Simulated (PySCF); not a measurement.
## Spinor energies of K (potassium, neutral)

Start: [Ar] 4p1; 4p3/2 filled at m_j = +3/2. Calculated with PySCF 2.14 in x2c-SVPall-2c with one added diffuse shell each of s, d type (6s5p3d, 36 functions): generalised Hartree-Fock with the X2C-1e Hamiltonian and a Gaussian nucleus; one run each with spin-orbit coupling (SO) switched off, then screened by Boettger's factors. This is a chosen level, not necessarily the ground level.

```
spinor shell  electrons  ε, spin-free (eV)  ε, screened SO (eV)  weight of nominal j (screened SO)  rms radius, screened SO (bohr)
       1s1/2          2            -3648.1              -3648.1                              1.000                          0.0938
       2s1/2          2            -397.06              -397.05                              1.000                           0.418
       2p1/2          2            -313.53              -315.48                              1.000                           0.386
       2p3/2          4            -313.53              -312.55                              1.000                           0.388
       3s1/2          2            -48.176              -48.176                              1.000                            1.37
       3p1/2          2            -26.270              -26.444                              0.974                            1.56
       3p3/2          4            -26.270              -26.183                              0.987                            1.56
       4p3/2          1             -2.235               -2.231                              1.000                            5.62
```

| quantity | spin-free | screened SO |
| --- | --- | --- |
| E (hartree) | -601.31540 | -601.31626 |
| M_J | 3/2 | 3/2 |
| ⟨J²⟩ | 3.750 | 3.750 |
| ⟨L²⟩ | 2.000 | 2.000 |
| ⟨S²⟩ | 0.750 | 0.750 |

Without spin-orbit coupling the j labels of p, d and f shells carry no meaning; the spin-free column gives the mean over the occupied spinors of each nl shell.
